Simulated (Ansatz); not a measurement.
# C2H8OSiZn: structure from calculated spectroscopic constants

These gas-phase data were calculated for one isomer of C2H8OSiZn at B3LYP-D3(BJ)/def2-SVP (harmonic, unscaled wavenumbers; equilibrium rotational constants with average atomic masses):

```
rotational constants            : 4.04, 1.408, 1.092 GHz
all wavenumbers above 1500 cm⁻¹ : 3100, 3077, 3061, 3021, 3003, 2204, 2168, 1936
```

Candidates:

(1) `C[SiH](C)[O][ZnH]`, a singlet
(2) `CC[SiH2][O][ZnH]`, a singlet

**Question.** Assign the data to one candidate and say why.

**Answer.** Candidate (2). 2 modes lie between 2000 and 2380 cm⁻¹, one for each Si–H bond, while (1) has 1.

The same quantities for all candidates:

```
     rotational constants (GHz)                     wavenumbers above 1500 cm⁻¹  E above the lowest, B3LYP-D3(BJ)/def2-SVP (kcal/mol)
(1)        5.489, 1.109, 0.9703  3121, 3114, 3110, 3107, 3026, 3020, 2158, 1934                                                   0.0
(2)          4.04, 1.408, 1.092  3100, 3077, 3061, 3021, 3003, 2204, 2168, 1936                                                  11.1
```

Each candidate is one conformer. Programs: Ansatz 0.2.0.
